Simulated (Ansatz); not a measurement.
`OC=[Se]` from Hartree–Fock to CCSD(T)

Z-matrix (Å, degrees):
```
C
O 1 1.326
Se 1 1.753 2 123.9
H 1 1.092 2 114.6 3 180.0
H 2 0.965 1 110.3 3 -180.0
```

Total charge 0; spin multiplicity 1. Correlated methods include outer-core shells of Se, which these sets cover unevenly. Scalar relativity is left out up to krypton. The geometry is a stationary point of PBE0-D4/def2-TZVP. It is one conformer, not always the lowest. Frozen core, restricted reference, the Gaussian-basis code of Ansatz.

```json
{"basis": "def2-SVP", "HF (Eh)": "-2513.31571", "MP2 corr.": "-0.55314", "CCSD corr.": "-0.56460", "(T)": "-0.01897", "CCSD(T) total": "-2513.89928"}
{"basis": "def2-TZVPP", "HF (Eh)": "-2513.75394", "MP2 corr.": "?", "CCSD corr.": "?", "(T)": "-0.03022", "CCSD(T) total": "?"}
{"basis": "def2-QZVPP", "HF (Eh)": "?", "MP2 corr.": "?", "CCSD corr.": "–", "(T)": "–", "CCSD(T) total": "–"}
```

**Question.** Fill in the withheld values. (An estimate is asked.)

**Answer.** Computed: def2-TZVPP MP2 corr.: -0.66817; def2-TZVPP CCSD corr.: -0.67608; def2-TZVPP CCSD(T) total: -2514.46024; def2-QZVPP HF (Eh): -2513.80675; def2-QZVPP MP2 corr.: -1.00113.
